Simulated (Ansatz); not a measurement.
Start from `N[Si](N)(O)[SiH3]` and change one atom or group to get `C=C[Si](N)(O)[SiH3]`.

Ansatz, PBE0-D4/def2-TZVP geometries, multiplicity 1. Each molecule was computed in one conformer, which needn't be the lowest.

```json
{"property": "HOMO energy (ωB97M-V/def2-TZVPP) / eV", "`N[Si](N)(O)[SiH3]`": "-9.32"}
{"property": "HOMO energy (PBE0/def2-TZVPP) / eV", "`N[Si](N)(O)[SiH3]`": "-7.16"}
{"property": "LUMO energy (PBE0/def2-TZVPP) / eV", "`N[Si](N)(O)[SiH3]`": "0.57"}
{"property": "HOMO–LUMO gap (ωB97M-V/def2-TZVPP) / eV", "`N[Si](N)(O)[SiH3]`": "11.39"}
{"property": "HOMO–LUMO gap (PBE0/def2-TZVPP) / eV", "`N[Si](N)(O)[SiH3]`": "7.72"}
{"property": "HOMO–LUMO gap (PBE/def2-TZVPP) / eV", "`N[Si](N)(O)[SiH3]`": "5.61"}
```

Q: Give the same properties after the change, and the shifts. (An estimate is asked.)

A: The calculation gave: 
```
                               property  `C=C[Si](N)(O)[SiH3]`  shift
  HOMO energy (ωB97M-V/def2-TZVPP) / eV                  -9.44  -0.12
     HOMO energy (PBE0/def2-TZVPP) / eV                  -7.31  -0.15
     LUMO energy (PBE0/def2-TZVPP) / eV                  -0.67  -1.24
HOMO–LUMO gap (ωB97M-V/def2-TZVPP) / eV                  10.74  -0.65
   HOMO–LUMO gap (PBE0/def2-TZVPP) / eV                   6.64  -1.08
    HOMO–LUMO gap (PBE/def2-TZVPP) / eV                   4.42  -1.19
```

With PBE0 the HOMO falls by 0.15 eV and the LUMO falls by 1.24 eV, so the gap narrows by about 1.09 eV. PBE moves the HOMO by -0.15 eV and ωB97M-V by -0.12 eV.
